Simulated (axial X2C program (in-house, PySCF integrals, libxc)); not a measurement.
Worked dissociation energy of HfBr: HF, without spin–orbit coupling

All values were computed with an axial X2C code built on PySCF integrals. Spin-free means the one-electron spin-free X2C Hamiltonian. Basis: Hf dyall-cv3z [13s14p9d7f4g], Br dyall-cv3z [8s9p6d4f1g] (cores contracted in-house); Gaussian nuclei, density fitting, unrestricted open shells. Masses: Hf 179.947 u, Br 78.918 u.

Molecular state: M_S = 1/2, Λ = 2 (beyond evenly filled blocks: δ+α).

| Quantity | Value |
| --- | --- |
| E(Hf) (2M_S = 2, M_L = 2) | -15073.591739 hartree |
| E(Br) (2M_S = 1, M_L = 0) | -2604.502930 hartree |
| E(HfBr) at Re | -17678.222523 hartree |
| ωe | 231.5 cm⁻¹ |
| ωexe | 0.468 cm⁻¹ |

(1) Work out De and D0.

The state is a single determinant with fixed occupations, the lowest that a limited PBE0 search found. De is counted from the lowest determinant-based energies of the atoms at the same level, without counterpoise correction. PBE0 can misorder states that lie within some tenths of an eV, so this need not be the ground state of the molecule. The nearest other spin-free determinant of the search, M_S = 1/2, Λ = 1, lies 0.27 eV up at the distance of the search. The determinant is spin-polarised beyond a pure state at some levels (its spin-free form has ⟨S²⟩ too high), which makes Re and μ there less reliable. Spin-free De lacks the spin–orbit lowering of the heavy p-block atom, a tenth of an eV or more for 4p and 5p, up to an eV for 6p and one to two eV for 7p atoms, less what an open-shell molecule gains itself.

Hartree–Fock lacks correlation and underbinds, often by eV.

Each atomic determinant is the lowest at this level and need not be a pure term. Totals compare only within one Hamiltonian and basis.

Answers

(1) De = -15073.591739 + (-2604.502930) − (-17678.222523) = 0.12785 hartree = 3.479 eV. The zero-point energy is ωe/2 − ωexe/4 = 116 cm⁻¹ = 0.014 eV, so D0 = 3.465 eV.
